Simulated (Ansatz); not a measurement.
Two isomers of CH4BFO: A = `OBCF`, B = `CB(O)F`.

Calculated with Ansatz (gas phase, PBE0-D4/def2-TZVP geometries, no zero-point term in ΔE). CCSD(T)/CBS is the MP2 limit (def2-TZVPP, def2-QZVPP) plus CCSD(T) − MP2 in def2-TZVPP, frozen cores. Functionals use def2-TZVPP. One conformer a species, not always the lowest.

Task: Which is lower in electronic energy at CCSD(T)/CBS, and by how much? (Estimate.)

Result: Ansatz gave: B, by 261.0 kJ/mol.

Task: Give E(B) − E(A) in kJ/mol with PBE0-D4, MP2/def2-TZVPP, B2PLYP, ωB97M-V, PBE-D4, CCSD/def2-TZVPP, BLYP-D4. (An estimate is asked.)

Result: Ansatz gave: PBE0-D4 -256.9, MP2/def2-TZVPP -269.6, B2PLYP -259.4, ωB97M-V -258.0, PBE-D4 -251.5, CCSD/def2-TZVPP -261.2, BLYP-D4 -249.1. None reverses the order clearly.

Task: Does the order hold for the free energy at 298.15 K (harmonic terms from PBE0-D4)? (An estimate is asked.)

Result: The calculation gave: Yes: G(B) − G(A) = -258.2 kJ/mol, for one conformer each.

Largest T1 diagnostic: 0.012.

From BLYP to BHLYP (50 % exact exchange), in def2-TZVPP and without D4, E(B) − E(A) moves by −11.0 kJ/mol. At CCSD(T), def2-SVP lies −5.2 kJ/mol from the extrapolated value and def2-TZVPP −0.3 kJ/mol.
